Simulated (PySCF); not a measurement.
Species: C6H11NSi.
SMILES with atom numbers: `[CH2:1]=[C:2]([SiH3:3])/[CH:4]=[N:5]/[CH:6]1[CH2:7][CH2:8]1`

Cartesian coordinates in Å at the GFN2-xTB level; atoms count from 1:
```
atom  x, y, z in Å
C1     2.5690    1.8699    0.7361
C2     1.7403    0.9139    0.3202
Si3    2.2145   -0.6637   -0.6090
C4     0.3184    0.9838    0.5546
N5    -0.3788    0.0171    0.1270
C6    -1.7617   -0.0365    0.2970
C7    -2.3673   -1.4072    0.4803
C8    -2.5578   -0.6862   -0.8091
H9     3.6302    1.8135    0.5614
H10    2.2204    2.7451    1.2673
H11    1.8743   -1.8356    0.1941
H12    1.5575   -0.6865   -1.9133
H13    3.6720   -0.6240   -0.8049
H14   -0.1079    1.8488    1.0840
H15   -2.2252    0.7982    0.8308
H16   -3.2007   -1.5009    1.1595
H17   -1.6802   -2.2380    0.4922
H18   -2.0006   -1.0333   -1.6644
H19   -3.5260   -0.2692   -1.0402
```

Probes without a nucleus sit at each ring's centroid and 1 Å off its mean plane on both sides; NICS is minus the shielding there, NICSzz its component along the normal. Level: GIAO PBE0/pcSseg-1 (PySCF, non-relativistic, gas phase) on the GFN2-xTB geometry, one conformer.

Ring bond lengths (Å), with Mayer bond orders in brackets: C6–C7 1.510 (0.92), C7–C8 1.489 (0.99), C8–C6 1.510 (0.92).

**Question.** What do the NICS probes read (ppm)?

**Answer.** 
```csv
ring,type,NICS(0),"NICS(1), two faces","NICS(1)zz, two faces",rms pucker (Å),"centre to ring atoms, mean (Å)"
C6–C7–C8,3-membered carbocycle; formal bonds all single,-40.9,-6.2 / -8.4,-21.6 / -23.2,0.00,0.87
```

**Question.** What do they say, and how far can they be read as aromaticity?

**Answer.** 
- C6–C7–C8: mean NICS(1)zz -22.4 ppm, shielded. C6, C7, C8 have four or more neighbours, and the NICS criterion for π rings isn't applied. NICS(0) lies 34 ppm below the mean NICS(1).

**Question.** At the first NICS(1) probe listed for ring C6–C7–C8, 1 Å off the ring, how large is the induced field along the normal in 9.4 T applied along it?

**Answer.** NICSzz × B0 = -21.6 ppm × 9.4 T = -203 μT, against the applied field.

**Question.** What are the shieldings of the ring atoms and their hydrogens in the same run (means over atoms taken as equivalent)?

**Answer.** 
```csv
atoms,environment,σ isotropic (ppm)
C6,sp3 carbon bound to nitrogen,143.6
C7 (×2),three-membered-ring carbon,172.6
H15,methine hydrogen,28.75
H16 (×2),methylene hydrogen,30.63
H17 (×2),methylene hydrogen,30.59
```
